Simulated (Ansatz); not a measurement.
Basis sets compared for cis-NiI2(PH3)2 (NiP2H6I2). The state is a singlet with charge 0. Geometry r2SCAN-D4/def2-SVP. Ansatz on 4 threads of Arm Neoverse N1 on a shared host; times are rough, and most runs start from earlier orbitals.

```xyz
11

I     2.729   -0.646   -1.652
I    -0.517    0.344   -3.195
Ni    0.401   -0.058   -0.881
P    -1.566    0.457   -0.257
P     1.199   -0.409    1.059
H    -2.656   -0.326   -0.712
H    -2.061    1.748   -0.571
H    -1.880    0.452    1.141
H     2.283    0.388    1.505
H     1.716   -1.694    1.361
H     0.350   -0.256    2.203
```

In the def2 sets I takes a core potential; there is no spin–orbit coupling. The restricted singlet is unstable towards broken spin symmetry in Hartree–Fock (as tested in another run); at PBE-D4/def2-SVP, PBE0-D4/def2-SVP, PBE0-D4/def2-TZVP this wasn't settled. No other spin state of charge 0 was run. Another isomer (singlet) lies 0.32 eV lower at PBE0-D4/def2-TZVP; other spin states weren't run for this one.

Binding counts from free atoms (I doublet, Ni triplet, P quartet, H doublet) in the same basis, without a counterpoise term.

```csv
level,functions,energy (Eh),HOMO (eV),LUMO (eV),binding per atom (eV),wall time
PBE-D4/def2-SVP,149,-2789.1579,-5.08,-3.43,2.70,4.2 s
PBE0-D4/def2-SVP,149,-2789.2495,-6.07,-2.42,2.54,7 s
```

(1) Estimate the rows for PBE-D4/def2-TZVP (with forces), PBE0-D4/def2-TZVP.

Results:

(1) 
| level | functions | energy (Eh) | HOMO (eV) | LUMO (eV) | binding per atom (eV) | wall time |
| --- | --- | --- | --- | --- | --- | --- |
| PBE-D4/def2-TZVP (with forces) | 255 | -2789.6575 | -5.31 | -3.66 | 2.68 | 9 s |
| PBE0-D4/def2-TZVP | 255 | -2789.7341 | -6.24 | -2.70 | 2.55 | 18 s |
